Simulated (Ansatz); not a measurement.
`[CH3][W](=[O])([OH])=[S]`. The species carries charge 0 and has multiplicity 1. W: def2 effective core potential.

```json
{"atom": "C1", "x (Å)": "-0.636", "y (Å)": "1.122", "z (Å)": "0.417"}
{"atom": "W2", "x (Å)": "0.027", "y (Å)": "-0.807", "z (Å)": "-0.092"}
{"atom": "O3", "x (Å)": "-0.581", "y (Å)": "-1.796", "z (Å)": "1.146"}
{"atom": "O4", "x (Å)": "1.898", "y (Å)": "-0.804", "z (Å)": "-0.136"}
{"atom": "S5", "x (Å)": "-0.904", "y (Å)": "-1.253", "z (Å)": "-1.958"}
{"atom": "H6", "x (Å)": "-0.336", "y (Å)": "1.842", "z (Å)": "-0.349"}
{"atom": "H7", "x (Å)": "-1.723", "y (Å)": "1.144", "z (Å)": "0.516"}
{"atom": "H8", "x (Å)": "-0.191", "y (Å)": "1.399", "z (Å)": "1.379"}
{"atom": "H9", "x (Å)": "2.446", "y (Å)": "-0.846", "z (Å)": "-0.924"}
```

Q: List the harmonic frequencies (cm⁻¹, unscaled) at PBE0-D4/def2-TZVP in Ansatz. (An estimate is asked.)

A: The calculation gave: 163, 168, 178, 187, 235, 273, 346, 556, 561, 600, 644, 697, 746, 1038, 1218, 1412, 1419, 3038, 3129, 3147, 3890.

Q: Is this a minimum?

A: Yes, all 21 modes are real.

Q: Give the ideal-gas thermochemistry at 298.15 K and 1 bar (rigid rotor, harmonic oscillator; point group C1, symmetry number 1).

A: Zero-point energy 141.4 kJ/mol; H(298) − E = 163.6 kJ/mol; entropy 364.0 J/(mol·K), of which translation 178.4, rotation 115.3, vibration 70.2; G(298) − E = 55.1 kJ/mol.
